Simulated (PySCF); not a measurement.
MnH₃: from structure and modes to constants

These are results of PySCF, UPBE0, basis Mn def2-TZVP, H def2-TZVP (no relativity, density fitting), not measurements.

The quintet minimum has C2v symmetry. Masses (u): Mn 54.93805, H 1.00782.

```xyz
4
charge 0 multiplicity 5, angstrom
Mn    0.0272    0.0000    0.0000
H     1.6900    0.0000   -0.0002
H    -1.5874    0.4779    0.0002
H    -1.5874   -0.4779    0.0002
```

Harmonic wavenumbers (cm⁻¹): 364.5 (b1, ×1), 427.7 (b2, ×1), 966.4 (a1, ×1), 1627.9 (b2, ×1), 1674.8 (a1, ×1), 1921.9 (a1, ×1).

Q: Find the principal moments of inertia and the rotational constants. What kind of rotor is it?

A: About the centre of mass I = 0.46034, 7.9984, 8.4588 u Å². With B = 16.8576/I this gives 36.62, 2.108, 1.993 cm⁻¹. The molecule is an asymmetric top with κ = -0.99.

Q: What is the harmonic zero-point energy?

A: Half the sum of all 6 wavenumbers, 6983/2 = 3492 cm⁻¹, which is 41.8 kJ/mol (1 cm⁻¹ = 0.0119627 kJ/mol).

Q: Find the vibrational entropy and heat capacity at 298.15 K.

A: With u = 1.43878 ω/T, each mode gives S = R[u/(eᵘ−1) − ln(1−e⁻ᵘ)] and C = R u² eᵘ/(eᵘ−1)².
| ω (cm⁻¹) | u | S (J/(mol K)) | C (J/(mol K)) |
| --- | --- | --- | --- |
| 364.5 | 1.759 | 4.61 | 6.47 |
| 427.7 | 2.064 | 3.62 | 5.90 |
| 966.4 | 4.663 | 0.45 | 1.74 |
| 1627.9 | 7.856 | 0.03 | 0.20 |
| 1674.8 | 8.082 | 0.02 | 0.17 |
| 1921.9 | 9.275 | 0.01 | 0.07 |
The sums over all modes are S = 8.7 and C = 14.5 J/(mol K); the softest mode gives 53 % of the entropy.

Q: Give the standard entropy (298.15 K, 1 bar) by its translational, rotational, vibrational and spin parts, and Cp.

A: Sackur–Tetrode with M = 57.96 u gives 159.5; rotation with symmetry number 2 gives 57.1; vibration 8.7; spin R ln 5 = 13.4. The total is 238.7 J/(mol K), and Cp = 4 R + 14.5 = 47.8 J/(mol K).

The determinant is spin-contaminated (⟨S²⟩ = 6.21, pure value 6.00). This need not be the most stable arrangement of these atoms. With open d or f shells other occupations or spin states may lie lower.
